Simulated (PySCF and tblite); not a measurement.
The numbers below are computed, except where a source is named.
4 constitutional isomers of C7H8O:

| isomer | SMILES |
| --- | --- |
| A | [CH2:1]=[C:2]1[CH:3]=[CH:4][CH:5]=[C:6]1[O:7][CH3:8] |
| B | [CH3:1][CH:2]=[C:3]1[CH:4]=[CH:5][O:6][CH:7]=[CH:8]1 |
| C | [CH3:1][O:2][c:3]1[cH:4][cH:5][cH:6][cH:7][cH:8]1 |
| D | [CH3:1]/[CH:2]=[CH:3]/[CH:4]=[C:5]1\[CH:6]=[CH:7][O:8]1 |

Protocol: conformer search, at most 6 conformers an isomer, GFN2-xTB geometries, energies B3LYP/def2-SVP (IEF-PCM, chloroform) (D3(BJ) added where defined), weights at 298.15 K with GFN2-xTB thermal terms. Programs: PySCF with density fitting and tblite.

(1) Rank the isomers by free energy at 298.15 K.

The search found a single conformer for at least one isomer; other rotamers may be missing.

Results:

(1) 
| isomer | ΔG (kcal/mol) | ΔE, lowest conformer | conformers | largest weight % | rms dipole (D) |
| --- | --- | --- | --- | --- | --- |
| C | 0.0 | 0.0 | 1 | 100 | 1.61 |
| B | 22.7 | 23.8 | 1 | 100 | 0.18 |
| A | 34.5 | 36.3 | 1 | 100 | 1.24 |
| D | 60.5 | 63.6 | 2 | 99 | 1.81 |
